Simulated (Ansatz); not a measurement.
Saddle point of SiNH$_{5}$BrCl, singlet (SiNH₄Cl ([NH2][SiH2][Cl]) + HBr → SiNH₄Br ([NH2][SiH2][Br]) + HCl; bonds formed: Si1–Br7, Cl2–H6; bonds broken: Si1–Cl2, H6–Br7), PBE0-D4/def2-TZVP structure:

```
9
angstrom
Si -0.3505 -0.4616 -0.0030
Cl 1.8212 -1.3124 0.9547
H -0.1654 -1.6410 -0.8876
H -1.2639 -0.8487 1.0852
N -0.6924 0.7136 -1.1629
H 1.6018 -0.0632 1.5470
Br 0.4567 1.4368 1.5850
H -0.6915 0.4747 -2.1406
H -0.7159 1.7016 -0.9778
```

Energies are electronic, without zero-point energy. Barriers and step energies count from the start structure reached by relaxing down the imaginary mode; all methods use the PBE0-D4 structures, on which another method's saddle can fall below an end. Program: Ansatz 0.2.0. Basis: def2-TZVPP, with def2-QZVPP for the basis limit. Cores are frozen in the correlated methods. Filled d shells of the heavier atoms are correlated. The def2 sets are not built for correlating such inner shells, so the correlated values are less sure here. B3LYP uses VWN-RPA correlation. Extrapolation: Hartree–Fock as exp(−7.88 √X), correlation as X^−2.97.

```tsv
method	barrier (kJ/mol)	step energy (kJ/mol)
SPW92	84.3	0.3
PBE-D4	105.6	-0.4
BLYP-D4	120.9	2.3
r2SCAN-D4	119.6	1.3
B97M-V	141.1	5.1
PBE0-D4	?	-0.3
B3LYP-D4	134.1	2.1
r2SCAN0-D4	130.7	0.8
BHLYP-D4	153.1	2.0
CAM-B3LYP-D4	144.9	3.7
wB97X-V	144.1	2.3
wB97M-V	136.2	2.1
B2PLYP	?	2.5
PBE-QIDH	136.6	0.3
RPA on PBE	145.7	2.7
HF	199.6	3.2
MP2	?	1.1
CCSD	157.8	2.1
CCSD(T)	147.1	1.9
```

(1) Fill in the withheld barriers. (Judge from chemistry; the value comes from the calculation.)

T1 diagnostic: at most 0.010.

Answers

(1) Computed: B2PLYP 141.9; MP2 139.4; PBE0-D4 122.9 kJ/mol. Each is the energy of the saddle less that of the start structure, by the same method.

For comparison, the barrier by CCSD(T) at an estimated basis limit (MP2 extrapolated from triple and quadruple zeta, plus CCSD(T) − MP2 in triple zeta) is 141.4 kJ/mol.

Labels in which every atom is bracketed show which atoms are joined, not bond orders.

For scale, one of the runs: CCSD(T)/def2-TZVPP, 233 basis functions, launched by `ansatz run in.yaml --threads 8 --pin off --events-out ev --progress --plain --max-ram 19148MiB`. Hardware: 8 CPU threads of an Arm Neoverse V2, shared host. Wall time 76 s; peak host memory 4 GiB.
